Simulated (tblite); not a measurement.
C₄H₁₁NO₂Si.
Numbering: `[CH3:1][N:2]([CH3:3])[C:4](=[O:5])[CH2:6][O:7][SiH3:8]` (hydrogens: H9, H10, H11 on C1; H12, H13, H14 on C3; H15, H16 on C6; H17, H18, H19 on Si8)

Structure optimised with GFN2-xTB, isolated species.

(1) List the bond lengths, angles and torsions at this level.

Answers

(1) 
| bond | length (bohr) |
| --- | --- |
| C1–N2 | 2.733 |
| N2–C3 | 2.723 |
| N2–C4 | 2.544 |
| C4=O5 | 2.301 |
| C4–C6 | 2.894 |
| C6–O7 | 2.635 |
| O7–Si8 | 3.065 |
| C1–H9, C1–H10, C1–H11 | 2.061 |
| C3–H12 | 2.067 |
| C3–H13, C3–H14 | 2.057 |
| C6–H15, C6–H16 | 2.074 |
| Si8–H17 | 2.746 |
| Si8–H18, Si8–H19 | 2.770 |

Bonds in one row agree within 0.02 bohr and their mean is given. A selection of angles:
| angle | degrees |
| --- | --- |
| C1–N2–C3 | 114.7 |
| C1–N2–C4 | 118.9 |
| C3–N2–C4 | 126.3 |
| N2–C4–O5 | 122.5 |
| N2–C4–C6 | 117.6 |
| O5–C4–C6 | 119.9 |
| C4–C6–O7 | 112.1 |
| C6–O7–Si8 | 129.1 |

Dihedral angles: C1–N2–C4–O5 4° (synperiplanar); N2–C4–C6–O7 53° (synclinal); C4–C6–O7–Si8 167° (antiperiplanar). The mirror-image conformer, all signs reversed, is as good.

Of the pairs four or more bonds apart, O5···H11 is among the closest relative to their van der Waals radii: 2.22 Å, 82 % of the sum of Bondi's values. Si8 (oxygen-bound silicon) is distorted tetrahedral (angles from 98.3° to 114.7°). N2 (amide nitrogen) is planar (angles 126.3°, 118.9° and 114.7°, sum 359.9°, 0.02 Å off the plane of its three neighbours). The 3 C–N bonds span 1.346 Å (N2–C4, drawn single) to 1.446 Å (C1–N2, drawn single), a spread of 0.100 Å. The C–O distances run from 1.218 Å (C4=O5, drawn double) to 1.395 Å (C6–O7, drawn single), a spread of 0.177 Å.

Point group: C1 (no symmetry element, even within 0.4 Å). GFN2-xTB frequencies show an imaginary mode (50i cm⁻¹), so the point is no minimum at that level. 2 starts were optimised and ended at 0.00 and 3.50 kcal/mol (GFN2-xTB); the lowest of these is shown.

These are computed values.
